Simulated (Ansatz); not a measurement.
## Ansatz (development build ahead of 0.2.0) run

```yaml
crystal:
  periodic: [false, false, false]
  atoms:
    - { symbol: H, position_ang: [6.0e-05, -0.0007, -0.54992] }
    - { symbol: H, position_ang: [0.00037, 0.0004, 0.54979] }
basis:
  gaussian: { orbitals: cc-pVTZ }
total_charge: 1
magnetization:
  spin_polarized: true
  initial_magnetization: 1
hamiltonian:
  xc: hf
```

The input is written out in the form of the current development build from the run's settings.

Results

```json
{
  "Converged": "yes",
  "Total energy": "-0.60193 hartree",
  "Spin squared of the determinant": "0.750"
}
```

Caution: the charge can sit on one fragment and break the point group.
